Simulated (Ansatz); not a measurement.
`[SiH3][SiH2][SnH3]` + H–F → `[F][SnH3]` + `[SiH3][SiH3]` at 400 K and 1 bar (cleavage of the Sn–Si bond).

Computed with Ansatz on PBE0-D4/def2-TZVP structures; ΔE is electronic, products minus reactants. CBS: MP2 limit from def2 TZ/QZ plus the TZ coupled-cluster correction, frozen cores. This one scheme is used for every species. Elements past krypton have def2 core potentials. For Sn outer-core shells are correlated without core-valence functions, which leaves a few kJ/mol of doubt a bond.

| species | CCSD(T)/CBS energy (Eh) | H − E (kJ/mol) | S (J/(mol·K)) |
| --- | --- | --- | --- |
| `[SiH3][SiH2][SnH3]` | -796.96755 | 200.1 | 421.9 |
| H–F | -100.39570 | 36.5 | 182.2 |
| `[F][SnH3]` | -315.62493 | 76.6 | 283.1 |
| `[SiH3][SiH3]` | -581.74359 | 152.8 | 300.2 |

H − E and S are ideal-gas, rigid-rotor, harmonic terms from PBE0-D4/def2-TZVP. 1 Eh = 2625.50 kJ/mol, R = 8.31446 J/(mol·K).

Question: By hand: ΔE, ΔH, ΔS and ΔG.

Answer: ΔE = (-315.62493) + (-581.74359) − (-796.96755) − (-100.39570) = -0.00527 Eh = -13.8 kJ/mol. Δ(H − E) = 76.6 + 152.8 − 200.1 − 36.5 = -7.2, so ΔH = -21.0 kJ/mol. ΔS = 283.1 + 300.2 − 421.9 − 182.2 = -20.8 J/(mol·K). ΔG = -21.0 − 400 × (-20.8)/1000 = -12.7 kJ/mol.

Question: By hand: the equilibrium constant, and the temperature at which ΔG would vanish if ΔH and ΔS stayed fixed.

Answer: log₁₀ K = −ΔG/(RT ln 10) = 1.7. ΔG = 0 at ΔH/ΔS = 1010 K.

TΔS isn't small against ΔH here. A doubt of 5 kJ/mol in ΔE shifts log₁₀ K by 0.7 here. Modes under 60 cm⁻¹, often nearly free rotors, make the harmonic entropy too high. These are equilibria of isolated gas molecules and say nothing of rates. Largest T1 diagnostic: 0.014 (customary marks: 0.02 for closed shells, 0.045 for open ones).
